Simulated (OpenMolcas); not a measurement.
An atom or ion with 14 electrons was computed by SS-CASPT2, IPEA 0.25 Eh, imaginary shift 0.1 Eh with spin-orbit coupling (OpenMolcas, ANO-RCC-VTZP, DKH2). The lowest levels that the run gave, each within 12 % of the measured value where one is at hand:

```
J  Parity  E (cm-1)      g
0    even       0.0       
1    even       146  1.501
2    even       421  1.501
2    even      8920  1.000
0    even     21950
```

Q: Which ion is it, and what are the configurations and terms?

A: P⁺ (Z = 15, charge +1; active space 2 electrons in 3 orbitals (3p)). J, parity and g give the terms where levels are pure, and mixed ones are named by the computed weights; the size of the splittings, set against known spectra of the 14-electron sequence, gives the charge. In order, with the measured energies in cm-1 (NIST Handbook of Basic Atomic Spectroscopic Data): 3s2 3p2 3P0, 3s2 3p2 3P1 (165), 3s2 3p2 3P2 (469), 3s2 3p2 1D2 (8882), 3s2 3p2 1S0 (21576).

CASPT2 breaks the degeneracy within a term, and the mean is taken; among the terms shown or strongly mixed into the levels shown the widest spread is 110 cm-1 (3s2 3p2 1D). With the s shell closed, the reference lacks s² → p² mixing. Computed and measured levels are paired by configuration, term and J; levels that our copy of the source lacks, or whose pairing is in doubt (as where it misses far off the trend of its configuration), stay unpaired and out of the deviations. Levels of configurations outside the active space are missing.
